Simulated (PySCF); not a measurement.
SMILES [SiH](Cl)(CC)Cl, singlet (CAM-B3LYP/def2-SVP optimised geometry):

```
11

Si     0.597    -0.276     0.000
Cl    -0.038     1.691     0.000
Cl    -0.038    -1.173    -1.750
C     -0.135    -1.168     1.460
C     -1.664    -1.195     1.503
H      2.076    -0.276     0.000
H      0.276    -2.193     1.446
H      0.275    -0.688     2.366
H     -2.076    -1.691     0.612
H     -2.029    -1.737     2.388
H     -2.078    -0.177     1.538
```

Method: CAM-B3LYP/def2-TZVP run with PySCF.

What are the frontier orbital energies and the dipole moment?

HOMO-2 -10.79 eV, HOMO-1 -10.49 eV, HOMO -10.00 eV, LUMO 1.41 eV, LUMO+1 1.73 eV; dipole moment 2.12 D.

On the same geometry PBE/def2-TZVP (PySCF 2.14.0) gives HOMO-2 -7.98 eV, HOMO-1 -7.72 eV, HOMO -7.30 eV, LUMO -0.60 eV, LUMO+1 -0.25 eV; dipole moment 2.04 D.

Meta-Löwdin charges at CAM-B3LYP/def2-TZVP: Si1 0.89, Cl2 -0.30, Cl3 -0.30, C4 -0.45, C5 -0.32, H6 -0.10, H7 0.12, H8 0.12, H9 0.11, H10 0.11, H11 0.11.
